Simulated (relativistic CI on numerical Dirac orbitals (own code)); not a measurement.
## Hyperfine structure of Yb²⁸⁺, mass number 171

Method of calculation: Dirac-Coulomb-Breit CI, KLI orbitals optimised for each configuration, QED by a radiative potential, unscaled Slater integrals (own radial code, finite nucleus).

CI space (outside the closed core [Ar] 3d10): 4s2 4p6 4d6, 4s2 4p5 4d7, 4s2 4p6 4d5 4f, 4s2 4p4 4d8, 4s 4p6 4d7, 4p6 4d8, 4s 4p6 4d6 4f, 4s2 4p6 4d5 5s, 4s 4p5 4d8, 4s2 4p6 4d5 5d, 4s2 4p6 4d4 5s2, 4s2 4p4 4d7 5s, 4s2 4p6 4d5 6s, 4s 4p6 4d6 5s, 4p6 4d7 5s, 4s 4p6 4d5 5s2. Levels of other configurations are missing.

Nuclear spin I = 1/2, μ = 0.4923 μN (tables of Stone and Pyykkö). The electronic factors are computed for point nuclear moments, without core polarisation or the Bohr-Weisskopf and QED corrections.

```
           Level  E (cm⁻¹)  A (MHz)
4s2 4p6 4d6 5D_3   78471.3     4525
4s2 4p6 4d6 5D_1   90000.9     6635
4s2 4p6 4d6 3G_5  116719.0     9405
4s2 4p6 4d6 3H_6  119427.3    10360
```

Levels with J = 0, under 50 % of one LS term, or S terms without an open s electron are left out. Small factors come from cancelling terms and can be off by tens of per cent or more.

At this charge energies of transitions that change n are usually good to better than 1 %, and those within a shell (Δn = 0) to a few per cent. Terms inside the open d or f shell come out 10 to 20 % too wide with unscaled integrals.

(1) Give the hyperfine levels of 4s2 4p6 4d6 5D_3 relative to its centre of gravity.

## Answers

(1) With K = F(F + 1) − I(I + 1) − J(J + 1), E = AK/2: F = 5/2: -9050, F = 7/2: 6787 MHz.

LS names give the leading component of a level, which can be under half, so a name can repeat, a term be missing and a line seem to break the LS rules.
